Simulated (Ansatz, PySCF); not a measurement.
Process, species as SMILES: FCC(F)(F)F [1,1,1,2-tetrafluoroethane] -> F atom + [CH2]C(F)(F)F (the C-F bond at the site shown breaks; other sites are not compared here)
Each molecule is optimised on its own at B3LYP-D3(BJ)/def2-TZVP (Ansatz, a quantum-chemistry and plane-wave program), one conformer each, not searched for the lowest. Frequencies are from Ansatz or PySCF.

Wanted: bond dissociation energy (enthalpy at 298 K, with B3LYP-D3(BJ) rigid-rotor harmonic-oscillator terms), in kcal/mol. Correlated levels leave the core frozen unless marked. Open shells are spin-unrestricted. No spin-orbit coupling. Non-relativistic. CBS(X,Y): correlation extrapolated as X^-3; Hartree-Fock from the larger set.

CCSD(T)/CBS(cc-pVTZ,cc-pVQZ) (Ansatz) gives 110.9 kcal/mol.

Q: Another calculation gave 110.5 kcal/mol. Which level was it?
A. r2SCANh/def2-TZVPD (Ansatz)
B. PBE0/def2-TZVPD (Ansatz)
C. BHLYP/def2-TZVPD (Ansatz)
D. wB97M-V/def2-TZVPD (Ansatz)

A: D, wB97M-V/def2-TZVPD (Ansatz). The others give 98.5 (BHLYP), 106.9 (PBE0), 103.7 (r2SCANh) kcal/mol.
